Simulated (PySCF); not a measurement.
B3LYP has the VWN-RPA correlation part, as in Gaussian. 

Z-matrix (Å, degrees):
```
C
H 1 1.1012
C 1 1.5416 2 111.11
H 3 1.1019 1 110.13 2 -47.18
H 3 1.1019 4 106.56 1 -119.74
C 1 1.5440 2 111.73 3 -117.97
H 6 1.1009 1 110.33 2 81.74
H 6 1.1009 7 106.41 1 122.50
C 6 1.5440 7 112.66 8 121.02
H 9 1.1012 6 111.73 7 -37.02
C 9 1.5416 10 111.11 6 117.97
H 11 1.1019 9 110.13 10 -47.18
H 11 1.1019 12 106.56 9 -119.74
C 11 1.5540 12 110.85 13 -120.90
H 14 1.1019 11 110.85 12 94.61
H 14 1.1019 15 106.56 11 120.90
C 14 1.5416 15 110.13 16 119.74
H 17 1.1012 14 111.11 15 -47.18
C 17 1.5440 18 111.73 14 -117.97
H 19 1.1009 17 110.33 18 81.74
H 19 1.1009 20 106.41 17 122.50
C 19 1.5440 20 112.66 21 121.02
H 22 1.1012 19 111.73 20 -37.02
C 22 1.5416 23 111.11 19 117.97
H 24 1.1019 22 110.13 23 -47.18
H 24 1.1019 25 106.56 22 -119.74
```
Charge 0, multiplicity 1.

Question: What total energy, HOMO–LUMO gap, LUMO, dipole moment and HOMO does B3LYP-D3(BJ)/def2-SVP in PySCF give?

Answer: 
The total energy comes out as -10625.29 eV and the HOMO–LUMO gap is 8.50 eV. The LUMO comes out as 1.14 eV, the dipole moment comes out as 0.00 D and the HOMO is -7.36 eV.
